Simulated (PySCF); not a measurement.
Run record for `[SiH3][Se]C1CC1`: HF/def2-TZVP, grid level 3, fitting basis def2-universal-jkfit, CIS, 12 singlets.

Method: CIS/def2-TZVP, vertical, gas phase, core orbitals frozen in the response (PySCF 2.14.0, density-fitted response routines). Geometry: GFN2-xTB. A driver script takes a list of jobs; this job's settings line and coordinates (Å) are shown.

Command:
```bash
OMP_NUM_THREADS=1 python probes_run.py task.json out
```

Input:
```
{"job": {"kind": "uv", "xc": "HF", "basis": "def2-TZVP", "nstates": 12, "ntriplets": 5, "tda": true, "scf": {"aux": "def2-universal-jkfit"}, "grid": 3}, "charge": 0, "multiplicity": 1}
Si     2.462190    -0.170666    -0.437066
Se     0.522380    -1.148108    -1.111417
C     -0.692706     0.213821    -0.426920
C     -2.077777    -0.175899    -0.023242
C     -1.075931     0.209511     1.018794
H      3.494740    -1.130909    -0.795327
H      2.394849     0.068758     1.002577
H      2.616304     1.099594    -1.143447
H     -0.546940     1.165327    -0.924606
H     -2.885740     0.503291    -0.251894
H     -2.350535    -1.218768    -0.093899
H     -1.181694     1.160336     1.520434
H     -0.683529    -0.575801     1.648286
```

Output:
```
final grid: 160424 points
cycle   1  E = -2806.9983576301  dE = -1.226e-03  |g| = 4.209e-01  |ddm| = 2.626e+00
cycle   2  E = -2807.0599978093  dE = -6.164e-02  |g| = 1.774e-01  |ddm| = 4.809e-01
cycle   3  E = -2807.0684999064  dE = -8.502e-03  |g| = 6.592e-02  |ddm| = 1.985e-01
cycle   4  E = -2807.0700990912  dE = -1.599e-03  |g| = 1.679e-02  |ddm| = 7.985e-02
cycle   5  E = -2807.0701824007  dE = -8.331e-05  |g| = 3.498e-03  |ddm| = 1.953e-02
cycle   6  E = -2807.0701929213  dE = -1.052e-05  |g| = 1.288e-03  |ddm| = 9.697e-03
cycle   7  E = -2807.0701941486  dE = -1.227e-06  |g| = 4.334e-04  |ddm| = 3.104e-03
cycle   8  E = -2807.0701942974  dE = -1.487e-07  |g| = 1.381e-04  |ddm| = 1.088e-03
cycle   9  E = -2807.0701943106  dE = -1.323e-08  |g| = 3.733e-05  |ddm| = 3.050e-04
cycle  10  E = -2807.0701943116  dE = -1.053e-09  |g| = 9.656e-06  |ddm| = 1.041e-04
cycle  11  E = -2807.0701943117  dE = -5.821e-11  |g| = 3.370e-06  |ddm| = 2.535e-05
converged SCF energy = -2807.0701943117

Static polarisability (au): isotropic 82.414, principal 66.691 78.728 101.824

Singlet excitations
state   eV       nm        f      main configurations
  1   5.7144    217.0   0.00269   H->L 0.43, H->L+1 0.41
  2   6.8847    180.1   0.02008   H->L 0.43, H->L+1 0.37
  3   7.6440    162.2   0.03198   H-1->L+1 0.34, H-1->L 0.31, H->L+3 0.13
  4   8.0966    153.1   0.01223   H->L+4 0.53, H->L+2 0.19
  5   8.2388    150.5   0.02256   H->L+3 0.48, H-1->L+1 0.23
  6   8.3192    149.0   0.00307   H->L+2 0.42, H->L+4 0.17, H->L+1 0.10
  7   8.8496    140.1   0.57155   H-1->L 0.43, H->L+3 0.16, H->L+5 0.12
  8   8.9125    139.1   0.23590   H->L+5 0.30, H->L+2 0.10, H-2->L+1 0.10
  9   9.0921    136.4   0.13076   H-2->L+1 0.25, H-2->L 0.17, H->L+5 0.17
 10   9.4098    131.8   0.02700   H-1->L+3 0.29, H->L+6 0.18
 11   9.4508    131.2   0.03615   H-1->L+2 0.31, H-1->L+4 0.27, H-1->L+3 0.13
 12   9.6062    129.1   0.16134   H->L+7 0.16, H->L+8 0.13, H-1->L+4 0.12

Triplet excitations (Tamm-Dancoff, eV): 4.9964 6.1344 6.2665 7.1747 7.3399
```

H and L stand for HOMO and LUMO; the number after each pair is its weight.

Task: Which computed singlet has the largest oscillator strength, and what do all of them sum to?

Result: State 7 at 8.85 eV (140 nm), f = 0.572; the 12 states sum to 1.255.

Task: How does the lowest singlet excitation compare with the HOMO–LUMO gap?

Result: HOMO -8.97 eV and LUMO 3.12 eV give a gap of 12.09 eV; S1 at 5.71 eV lies 6.38 eV below it.

In short: SCF converged in 11 cycles with 226 basis and 763 fitting functions; HOMO -8.97 eV, LUMO 3.12 eV; lowest singlet 5.71 eV; lowest triplet 5.00 eV (Tamm–Dancoff); mean polarisability 82.4 au.

 Relativistic effects, spin–orbit coupling among them, are left out although an element past zinc is present.

On Arm Neoverse N1, one thread, shared host with 64 logical CPUs at a one-minute load of 55, this took 22 s and 0.89 GiB of memory at its peak.

The values belong to the conformer `[SiH3:1][Se:2][CH:3]1[CH2:4][CH2:5]1`: Si1–Se2–C3–C4 -152°.
